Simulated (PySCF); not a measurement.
ClFH5NSi2, SMILES N[SiH2][Si@H](F)Cl.

Geometry optimised at PBE0-D3(BJ)/def2-SVP. The structure was generated by enumeration; whether it is a known compound was not checked. Other conformers were not sampled.

Two levels are set side by side: TDDFT-PBE/def2-SVPD (PySCF) and TDDFT-ωB97X/def2-SVPD (PySCF). Vertical, same geometry. The lowest singlet is HOMO→LUMO 98 % with PBE and HOMO→LUMO 94 % with the other functional; states are paired by order. Differences are taken from unrounded values.

```
quantity                               TDDFT-PBE
-------------------------------------  ---------
lowest singlet excitation (eV)              4.78
lowest triplet excitation (TDA) (eV)        4.30
first bright state (f over 0.05) (eV)       6.34
its oscillator strength                     0.10
```

Problem. These are the TDDFT-PBE values. What does TDDFT-ωB97X give? (An estimate is asked for; the answer gives what the named calculation found.)

Solution. 
```csv
quantity,TDDFT-ωB97X,TDDFT-PBE minus TDDFT-ωB97X
lowest singlet excitation (eV),5.76,-0.98
lowest triplet excitation (TDA) (eV),5.20,-0.90
first bright state (f over 0.05) (eV),7.68,-1.34
its oscillator strength,0.05,0.04
```

A lower first singlet is the usual sign of a functional without exact exchange. Differences between two approximate levels are no errors against the true value.

Rough cost on one machine, each run with all the roots and properties that it gave: TDDFT-ωB97X against TDDFT-PBE about 7 times.
